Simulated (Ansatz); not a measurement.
Cost and result for the atomization energy of `F[SiH](Cl)[O][GeH3]` (9 atoms, 8 bonds).

Z-matrix (Å, degrees):
```
Si
Cl 1 2.045
O 1 1.600 2 110.7
F 1 1.587 2 106.3 3 -120.3
H 1 1.468 2 109.9 3 122.7
Ge 3 1.791 1 136.9 2 -35.4
H 6 1.534 3 108.2 1 -38.3
H 6 1.533 3 107.1 1 82.6
H 6 1.531 3 104.6 1 -158.2
```

The species carries charge 0 and has multiplicity 1. Correlated methods include outer-core shells of Ge, which these sets cover unevenly. Scalar relativity is left out up to krypton. Geometry: relaxed with PBE0-D4/def2-TZVP. It is one conformer, not always the lowest. Program: Ansatz. All runs use 4 threads of an Arm Neoverse V2 on a shared host. Times are those of one run each, without the atoms' runs, and a repeat can differ threefold. Electronic energies, without spin–orbit coupling; frozen cores. CCSD(T)/CBS adds CCSD(T) − MP2 in def2-TZVPP to the MP2 limit, and its time is that of the two runs behind it. T1 = 0.011. With those shells the extrapolation isn't a true limit. HSE06 is the plane-wave form, built on full-range PBE exchange.

CCSD(T)/CBS is a level of theory with its own doubt, some kJ/mol a heavy atom from the limit and from the frozen cores, so smaller differences don't rank the functionals.

```
                           level  functions  wall time  atomization (kcal/mol)  difference from CCSD(T)/CBS  per bond
          LDA (SPW92)/def2-TZVPP        250      1.3 s                   835.4                         92.5      11.6
            revPBE-D4/def2-TZVPP        250      1.9 s                   715.8                        -27.1      -3.4
 PBE-D4/def2-TZVPP (with forces)        250      2.4 s                   734.8                         -8.1      -1.0
              PBE0-D4/def2-TZVPP        250      3.5 s                   724.3                        -18.6      -2.3
             BHLYP-D4/def2-TZVPP        250      3.6 s                   712.7                        -30.2      -3.8
             HSE06-D4/def2-TZVPP        250      3.8 s                   724.5                        -18.4      -2.3
             PBE-QIDH/def2-TZVPP        250      5.5 s                   728.9                        -14.0      -1.7
                CCSD(T)/def2-SVP        116      7.5 s                   678.1                        -64.8      -8.1
               B97M-V/def2-TZVPP        250        9 s                   744.4                          1.5       0.2
ωB97M-V/def2-TZVPP (with forces)        250       13 s                   736.8                         -6.1      -0.8
                  MP2/def2-QZVPP        463       22 s                   751.5                          8.6       1.1
              CCSD(T)/def2-TZVPP        250    3.6 min                   722.6                        -20.3      -2.5
               CCSD(T)/CBS(def2)          –    3.9 min                   742.9                          0.0       0.0
```

At CCSD(T), def2-SVP lies −64.8 kcal/mol from the extrapolated value and def2-TZVPP −20.4 kcal/mol: correlation converges slowly with the basis, and small sets miss more of it in the bonded molecule than in its fragments. In def2-TZVPP, CCSD(T) changes the Hartree–Fock value by +178.3 kcal/mol (the triples alone add +10.6 kcal/mol) and MP2 by +194.8 kcal/mol; breaking electron pairs costs correlation energy, which Hartree–Fock lacks. From r2SCAN to r2SCAN0 (25 % exact exchange), in def2-TZVPP and without D4, the atomization energy moves by −13.9 kcal/mol: exact exchange takes away binding that semilocal exchange gives to molecules.
